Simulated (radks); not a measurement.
The numbers below are computed, except where a source is named.
Neutral osmium inside a hard spherical wall (all orbitals vanish at R), configuration held at [Xe] 4f14 5d6 6s2 and not refilled when levels cross. Code: a radial shooting solver on a logarithmic mesh with Libxc functionals. Model: scalar-relativistic Kohn-Sham, PBE, spin-polarised, spherical densities, finite nucleus; open shells are filled with parallel spins first (spin-orbit coupling, left out, can overturn this in heavy ions); Fermi nuclear charge, rms radius 5.4126 fm. Eigenvalues in eV for spin up, with the zero of energy where the potential of the charges vanishes at infinity; a dash marks a level that is unbound or too diffuse for the functional's potential to be trusted. A positive occupied level is held by the wall or, in an anion where self-interaction has pushed it up, behind a barrier. The pressure on the wall is -dE/dV.

| R (bohr) | E (hartree) | kinetic (hartree) | e(4f) | e(5p) | e(5d) | e(6s) | e(6p, empty) | e(7s, empty) | pressure (GPa) |
|---|---|---|---|---|---|---|---|---|---|
| free | -17250.8138 | 19112.297 | -51.911 | -51.664 | -7.224 | -6.677 | -1.474 | - | 0 |
| 15 | -17250.8138 | 19112.297 | -51.911 | -51.664 | -7.224 | -6.677 | -1.471 | 0.264 | < 0.0001 |
| 10 | -17250.8136 | 19112.300 | -51.892 | -51.644 | -7.206 | -6.661 | -1.374 | 1.504 | 0.00685 |
| 8 | -17250.8110 | 19112.324 | -51.758 | -51.511 | -7.081 | -6.549 | -1.031 | 3.715 | 0.130 |
| 7 | -17250.8039 | 19112.379 | -51.505 | -51.260 | -6.852 | -6.328 | -0.520 | 6.233 | 0.595 |
| 6 | -17250.7787 | 19112.542 | -50.857 | -50.631 | -6.283 | -5.734 | 0.639 | 11.051 | 2.91 |
| 5 | -17250.6852 | 19113.052 | -49.192 | -49.060 | -4.867 | -4.067 | 3.472 | 21.078 | 16.0 |
| 4 | -17250.3032 | 19114.812 | -44.790 | -45.095 | -1.144 | 1.109 | 11.343 | 44.734 | 108 |
| 3 | -17248.4078 | 19122.410 | -32.371 | -34.692 | 10.115 | 20.641 | 38.264 | 112.31 | 1060 |
| 2.5 | -17244.8669 | 19135.878 | -17.680 | -22.643 | 24.981 | 50.673 | 76.397 | 196.62 | 4320 |
| 2 | -17233.6903 | 19176.096 | 12.865 | 4.826 | 60.525 | 128.64 | 168.20 | 382.35 | 23100 |
